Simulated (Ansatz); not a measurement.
Born–Oppenheimer molecular dynamics of a periodic cell of 40 atoms, H$_{2}$CO$_{2}$ (contents 8 HCOOH, density as packed 1.52 g/cm³ with natural masses). It goes on from the last frame of an earlier run, with new velocities.

Level of theory: DFT PBE-D3(BJ), scalar-relativistic, plane waves, PAW (Ansatz). Settings: accuracy low, cutoff 150 eV, k mesh 1x1x1, fermi-dirac smearing 0.02 eV, no spin polarisation.

* ensemble: NVT, Nosé–Hoover chain
* time step: 0.75 fs
* steps asked: 200
* set temperature: 400 K
* thermostat: time constant 200 fs, chain length 3
* seed: 741371

Frames 1.5 fs apart, positions in Å, forces in eV/Å.

Velocities at 120.0 fs (Å/ps):

```
O 9.64 2.59 -1.96
C 0.21 -5.83 -6.76
O -13.16 12.81 1.47
H -9.74 12.47 -45.11
H -20.58 -13.97 -27.18
O 9.10 5.33 1.78
C -3.94 -4.84 9.19
O 8.82 2.37 4.46
H -4.24 -0.72 -15.67
H 26.79 -5.25 -7.79
O -4.92 5.02 -2.99
C 5.11 -2.69 -7.34
O -7.05 -3.14 -4.27
H 1.24 -8.56 -10.58
H -5.07 -7.90 -11.89
O 0.01 -13.43 -4.57
C 5.58 -7.51 -4.21
O 0.50 -0.10 0.56
H -10.89 -0.53 7.85
H -8.04 -14.40 21.55
O 1.67 3.13 1.70
C -0.36 -2.53 -2.34
O -15.95 4.50 4.00
H 13.96 12.08 -18.35
H 2.61 -23.57 19.20
O 8.37 6.88 3.33
C -2.05 0.92 1.06
O -4.03 -3.60 2.87
H 27.39 -16.45 -22.02
H -24.71 -8.93 19.87
O 5.15 -4.50 4.52
C 1.89 6.53 2.01
O 4.32 5.87 12.01
H -13.13 -12.34 -28.31
H -7.65 28.21 19.49
O -1.90 -0.38 -8.21
C -0.09 -2.53 -4.40
O -2.31 -6.09 2.05
H -39.06 -5.00 11.35
H 23.27 11.03 -25.59
```

```xyz
40
Lattice="7.3877 0.0000 0.0000 0.0000 7.3877 0.0000 0.0000 0.0000 7.3877" Properties=species:S:1:pos:R:3:forces:R:3 time_fs=120.0 energy_less_start_eV=-1.205 T=527
O 3.822 4.809 5.157 0.76 -2.26 2.29
C 4.838 4.005 4.852 -2.25 1.00 0.73
O 5.624 4.103 3.984 1.17 -0.39 -1.10
H 3.717 5.401 4.457 -0.09 2.80 -2.63
H 4.704 3.200 5.564 0.96 -1.09 0.63
O 1.654 5.141 2.977 -0.78 -0.26 -1.02
C 1.154 5.609 4.064 0.27 0.66 -1.03
O 1.014 5.077 5.111 -0.33 -0.47 0.92
H 1.609 4.176 2.986 0.52 -0.50 0.35
H 0.930 6.707 3.843 -0.06 -0.53 0.52
O 1.853 6.297 0.782 1.59 0.07 -0.94
C 2.717 6.859 -0.086 -0.81 -2.62 3.04
O 2.525 7.684 -0.899 -0.09 0.92 -0.58
H 0.927 6.496 0.605 -0.28 0.54 -0.30
H 3.707 6.340 0.182 -0.45 0.67 -0.41
O 3.787 1.217 4.655 0.58 1.85 -1.37
C 3.599 0.608 3.534 -0.96 -4.84 0.24
O 3.524 -0.635 3.374 0.68 4.31 0.35
H 3.835 0.692 5.472 -0.25 -0.85 -0.37
H 3.306 1.331 2.720 0.52 -0.28 0.35
O 6.172 6.801 6.519 -0.44 1.96 -4.60
C 6.158 5.894 7.341 1.64 -0.27 3.08
O 6.288 5.999 8.558 -0.96 -0.56 -0.39
H 6.187 7.773 6.667 -0.10 0.15 1.47
H 6.225 4.932 6.774 -0.39 -0.19 0.71
O 5.857 1.130 1.867 1.12 -2.03 1.94
C 5.845 2.075 1.040 -2.30 -3.63 -3.10
O 5.692 1.939 -0.173 1.54 0.91 0.80
H 6.026 0.172 1.568 -0.43 1.43 -0.38
H 5.745 2.966 1.585 0.18 2.41 0.62
O 1.397 3.166 6.862 0.09 0.67 0.88
C 1.504 3.305 8.154 0.74 -1.32 -0.45
O 2.377 3.036 8.924 -0.02 0.96 -0.60
H 2.310 3.114 6.623 1.56 -0.52 -1.20
H 0.574 3.692 8.430 -2.32 0.90 1.46
O -0.281 1.078 4.913 1.62 0.76 1.52
C 0.801 1.621 4.206 -0.61 -1.80 0.45
O 0.828 1.727 3.032 0.38 0.70 -0.35
H -0.893 0.731 4.282 -0.91 0.01 -1.21
H 1.723 1.595 4.885 -1.09 0.74 -0.30
40
Lattice="7.3877 0.0000 0.0000 0.0000 7.3877 0.0000 0.0000 0.0000 7.3877" Properties=species:S:1:pos:R:3:forces:R:3 time_fs=121.5 energy_less_start_eV=-1.302 T=542
O 3.836 4.812 5.155 -0.30 1.19 -1.63
C 4.835 3.997 4.843 -3.85 1.12 2.23
O 5.605 4.122 3.985 3.06 -0.48 -2.86
H 3.704 5.439 4.374 0.72 -0.79 1.74
H 4.684 3.167 5.530 0.97 -0.98 0.54
O 1.667 5.148 2.979 -1.10 -1.24 -0.77
C 1.148 5.603 4.077 1.00 1.16 -2.40
O 1.027 5.080 5.118 -0.65 -1.10 1.93
H 1.609 4.171 2.966 0.63 0.25 0.31
H 0.969 6.694 3.837 -0.35 -0.21 0.66
O 1.847 6.305 0.776 1.96 -0.16 -0.74
C 2.724 6.853 -0.094 -1.57 -2.06 2.65
O 2.514 7.680 -0.905 0.17 0.66 -0.38
H 0.925 6.489 0.586 -0.45 0.64 -0.38
H 3.696 6.335 0.160 -0.11 0.52 -0.30
O 3.788 1.198 4.647 0.75 1.96 -0.72
C 3.606 0.592 3.528 -1.01 -4.25 1.04
O 3.525 -0.632 3.375 0.67 2.97 -0.14
H 3.816 0.682 5.479 -0.24 -0.70 -0.66
H 3.299 1.308 2.754 0.39 0.23 -0.43
O 6.174 6.807 6.519 -0.34 1.60 -4.21
C 6.159 5.890 7.340 1.41 0.19 3.12
O 6.264 6.006 8.564 -0.79 -0.60 -0.65
H 6.207 7.792 6.655 -0.14 -0.36 1.44
H 6.224 4.896 6.810 -0.38 0.28 0.56
O 5.870 1.139 1.873 1.38 -3.12 1.24
C 5.840 2.074 1.039 -2.40 -2.35 -1.77
O 5.687 1.935 -0.168 1.53 0.95 0.37
H 6.062 0.166 1.532 -0.69 2.16 0.21
H 5.710 2.977 1.620 0.27 1.45 -0.20
O 1.405 3.160 6.869 0.16 0.76 0.66
C 1.507 3.314 8.157 0.30 -0.85 0.90
O 2.383 3.045 8.942 -0.94 1.16 -1.40
H 2.308 3.091 6.568 0.91 -0.40 -0.58
H 0.542 3.742 8.472 -0.41 0.03 0.50
O -0.283 1.078 4.901 0.33 -0.03 0.74
C 0.800 1.615 4.200 -0.85 -1.83 1.04
O 0.825 1.718 3.035 0.48 0.84 -1.69
H -0.957 0.726 4.289 0.73 0.85 0.02
H 1.745 1.619 4.844 -1.25 0.55 0.02
40
Lattice="7.3877 0.0000 0.0000 0.0000 7.3877 0.0000 0.0000 0.0000 7.3877" Properties=species:S:1:pos:R:3:forces:R:3 time_fs=123.0 energy_less_start_eV=-1.262 T=534
O 3.851 4.817 5.151 -0.87 1.89 -2.40
C 4.827 3.991 4.837 -4.09 0.84 2.71
O 5.591 4.141 3.982 3.68 -0.64 -3.32
H 3.705 5.463 4.324 1.03 -1.74 2.96
H 4.684 3.114 5.507 0.89 -0.25 0.12
O 1.678 5.154 2.980 -1.32 -1.67 -0.57
C 1.144 5.598 4.085 1.50 1.05 -2.74
O 1.039 5.082 5.128 -0.79 -1.34 2.09
H 1.622 4.172 2.953 0.68 0.55 0.29
H 1.000 6.677 3.846 -0.59 0.26 0.64
O 1.843 6.312 0.770 1.42 -0.15 -0.80
C 2.728 6.843 -0.097 -2.66 -0.88 1.74
O 2.504 7.676 -0.913 0.49 -0.04 0.24
H 0.914 6.496 0.558 0.32 0.51 -0.22
H 3.682 6.341 0.131 0.48 0.16 -0.08
O 3.789 1.182 4.639 0.84 1.80 -0.14
C 3.612 0.569 3.524 -0.95 -2.09 1.61
O 3.527 -0.626 3.375 0.55 0.41 -0.61
H 3.792 0.658 5.472 -0.20 -0.48 -0.82
H 3.301 1.290 2.779 0.27 0.55 -1.01
O 6.176 6.815 6.513 -0.21 0.89 -3.29
C 6.163 5.887 7.345 1.03 0.83 2.70
O 6.238 6.011 8.569 -0.54 -0.54 -0.74
H 6.223 7.803 6.674 -0.21 -0.77 1.25
H 6.216 4.865 6.858 -0.32 0.59 0.25
O 5.886 1.143 1.881 1.30 -2.74 0.84
C 5.830 2.068 1.035 -2.37 -0.56 0.01
O 5.684 1.931 -0.163 1.42 0.80 -0.26
H 6.083 0.204 1.501 -0.68 1.66 0.44
H 5.681 3.018 1.650 0.40 0.02 -1.09
O 1.413 3.155 6.877 1.46 0.68 -0.19
C 1.511 3.321 8.162 0.11 -0.47 1.82
O 2.388 3.056 8.957 -1.51 1.24 -1.86
H 2.323 3.058 6.503 -1.02 -0.08 0.69
H 0.501 3.792 8.526 0.98 -0.67 -0.38
O -0.284 1.078 4.891 -0.27 -0.35 0.52
C 0.798 1.607 4.196 -1.43 -1.71 1.11
O 0.822 1.711 3.035 0.52 0.86 -2.55
H -1.006 0.738 4.295 1.64 1.19 0.52
H 1.741 1.655 4.803 -0.96 0.36 0.53
40
Lattice="7.3877 0.0000 0.0000 0.0000 7.3877 0.0000 0.0000 0.0000 7.3877" Properties=species:S:1:pos:R:3:forces:R:3 time_fs=124.5 energy_less_start_eV=-1.452 T=568
O 3.864 4.824 5.144 -1.27 1.27 -1.33
C 4.811 3.987 4.837 -2.50 0.59 1.47
O 5.581 4.158 3.975 2.80 -1.02 -2.21
H 3.728 5.452 4.336 0.95 -1.34 2.35
H 4.703 3.055 5.487 0.63 0.60 -0.22
O 1.688 5.158 2.980 -1.42 -1.16 -0.36
C 1.143 5.595 4.089 1.75 0.43 -1.95
O 1.050 5.082 5.141 -0.76 -1.13 1.24
H 1.649 4.183 2.946 0.61 0.08 0.28
H 1.019 6.665 3.868 -0.75 0.64 0.50
O 1.841 6.319 0.763 0.96 -0.13 -0.87
C 2.727 6.831 -0.098 -3.46 0.34 0.77
O 2.494 7.673 -0.919 0.74 -0.81 0.92
H 0.910 6.514 0.527 0.93 0.37 -0.04
H 3.678 6.351 0.102 0.89 -0.16 0.12
O 3.792 1.168 4.630 0.87 1.61 0.23
C 3.616 0.543 3.522 -0.91 1.82 1.42
O 3.530 -0.619 3.375 0.35 -3.26 -0.99
H 3.764 0.623 5.448 -0.12 -0.32 -0.65
H 3.308 1.282 2.783 0.32 0.38 -0.98
O 6.177 6.824 6.502 -0.10 -0.04 -2.16
C 6.168 5.885 7.354 0.52 1.40 2.05
O 6.212 6.016 8.572 -0.24 -0.37 -0.64
H 6.235 7.797 6.720 -0.26 -0.82 0.93
H 6.201 4.848 6.911 -0.21 0.66 -0.15
O 5.902 1.144 1.890 0.78 -0.61 1.06
C 5.817 2.061 1.030 -2.09 0.67 1.40
O 5.683 1.929 -0.158 1.24 0.53 -0.90
H 6.090 0.277 1.478 -0.29 -0.42 -0.06
H 5.660 3.061 1.658 0.43 -0.84 -1.42
O 1.422 3.150 6.885 1.43 0.67 -0.59
C 1.515 3.327 8.169 0.26 -0.33 2.10
O 2.391 3.069 8.970 -1.63 1.17 -1.96
H 2.318 3.024 6.451 -1.51 0.13 1.43
H 0.479 3.829 8.572 1.48 -0.97 -0.90
O -0.286 1.077 4.881 0.55 0.04 1.24
C 0.793 1.595 4.194 -2.17 -1.44 0.51
O 0.821 1.704 3.032 0.51 0.74 -2.62
H -1.022 0.775 4.311 1.08 0.82 -0.09
H 1.717 1.698 4.775 -0.38 0.20 1.07
40
Lattice="7.3877 0.0000 0.0000 0.0000 7.3877 0.0000 0.0000 0.0000 7.3877" Properties=species:S:1:pos:R:3:forces:R:3 time_fs=126.0 energy_less_start_eV=-1.586 T=592
O 3.875 4.832 5.135 -1.38 -1.41 2.58
C 4.790 3.984 4.839 0.09 0.48 -0.66
O 5.575 4.174 3.966 1.26 -1.52 -0.46
H 3.771 5.415 4.395 0.40 1.29 -1.13
H 4.736 3.010 5.463 0.23 1.21 -0.32
O 1.696 5.160 2.979 -1.49 -0.26 -0.15
C 1.145 5.594 4.089 1.75 -0.20 -0.57
O 1.060 5.080 5.155 -0.62 -0.69 -0.18
H 1.690 4.195 2.945 0.51 -0.62 0.29
H 1.022 6.667 3.900 -0.76 0.62 0.29
O 1.841 6.326 0.755 1.15 -0.28 -0.70
C 2.720 6.820 -0.097 -3.20 1.03 0.07
O 2.486 7.669 -0.925 0.84 -1.32 1.36
H 0.925 6.540 0.494 0.70 0.37 -0.03
H 3.693 6.357 0.074 0.57 -0.16 0.21
O 3.796 1.157 4.621 0.82 1.45 0.43
C 3.618 0.520 3.524 -0.85 5.84 0.69
O 3.534 -0.616 3.374 0.13 -6.70 -1.21
H 3.733 0.581 5.410 -0.03 -0.22 -0.24
H 3.323 1.282 2.767 0.45 -0.08 -0.54
O 6.179 6.834 6.488 0.01 -0.93 -0.96
C 6.174 5.885 7.368 -0.04 1.69 1.06
O 6.185 6.020 8.575 0.07 -0.04 -0.19
H 6.242 7.775 6.786 -0.30 -0.51 0.53
H 6.181 4.844 6.960 -0.07 0.49 -0.55
O 5.920 1.144 1.901 0.08 1.97 1.60
C 5.799 2.055 1.029 -1.63 1.38 2.29
O 5.684 1.927 -0.154 1.05 0.18 -1.38
H 6.090 0.338 1.454 0.23 -2.89 -0.97
H 5.649 3.087 1.636 0.35 -1.19 -1.30
O 1.434 3.147 6.892 -0.13 0.87 -0.14
C 1.520 3.333 8.181 0.25 -0.21 1.83
O 2.392 3.083 8.981 -1.26 0.95 -1.68
H 2.284 2.992 6.429 -0.32 0.05 1.19
H 0.489 3.846 8.598 1.47 -1.03 -1.13
O -0.287 1.077 4.874 2.36 0.72 2.42
C 0.784 1.581 4.192 -2.61 -1.01 -0.33
O 0.819 1.699 3.026 0.47 0.49 -1.98
H -1.017 0.829 4.324 -0.57 0.11 -1.38
H 1.685 1.746 4.769 0.02 0.08 1.32
```

Of the whole run (150 fs, mean temperature of the second half 590 K): The conserved energy stayed within 0.88 meV per atom of its start (net change -0.38 meV per atom), so there is no drift, though single steps change it by up to 24 meV in the whole system, a sign of fast motions only just resolved. The mean temperature of the second half is 48 % above the set value. A run of 0.15 ps of so small a system gives no equilibrium averages. The plane-wave cutoff is below what these datasets need, so energies and pressures aren't converged. Limits of this set-up: coarse k mesh, low accuracy level.

Run time: 3.6 min on 1 thread of Arm Neoverse V1 (shared host), peak memory 0.28 GiB.
